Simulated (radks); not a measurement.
Removal energies from the ruthenium ion Ru6+, [Kr] 4d2, by Delta-SCF beside the eigenvalue of the level emptied. Calculated with a radial shooting solver on a logarithmic mesh with Libxc functionals: scalar-relativistic Kohn-Sham, LDA (Slater exchange, Perdew-Wang correlation), spin-polarised, spherical densities, finite nucleus; Fermi nuclear charge, rms radius of each element as measured or else 0.836 A^(1/3) + 0.57 fm. Open shells are filled with parallel spins first.

| removed from | final configuration | Delta-SCF (eV) | -eigenvalue (eV) |
|---|---|---|---|
| 4d | [Kr] 4d1 | 93.737 | 85.224 |
| 4p | [Ar] 3d10 4s2 4p5 4d2 | 139.59 | 130.06 |
| 4s | [Ar] 3d10 4s1 4p6 4d2 | 171.60 | 161.51 |
| 3d | [Ar] 3d9 4s2 4p6 4d2 | 386.37 | 364.68 |
